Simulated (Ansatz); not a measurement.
Reaction (formal exchange of groups at a C–C bond): `CCCCCCCO` + `CCCC` → `CCCCCCCCO` + `CCC`

Isolated molecules relaxed with PBE0-D4/def2-TZVP in Ansatz; ΔE leaves out vibrations. CCSD(T)/CBS is the MP2 limit (def2-TZVPP, def2-QZVPP) plus CCSD(T) − MP2 in def2-TZVPP, frozen cores. Functionals use def2-TZVPP. Each species was taken in one conformer, which may not be the lowest.

```csv
level,ΔE (kcal/mol)
PBE-D4,-0.2
BLYP-D4,-0.2
```

What does CCSD(T)/CBS give? (Estimate.)

The calculation gave: +0.1 kcal/mol. The listed levels differ from it by -0.3, -0.3 kcal/mol.

Largest T1 diagnostic among the species: 0.009.

Leaving LDA and LC-ωPBE aside and taking each functional with its dispersion term where it has one, the values, not all of them listed here, spread over 0.3 kcal/mol, from BLYP-D4 to r2SCAN0-D4.
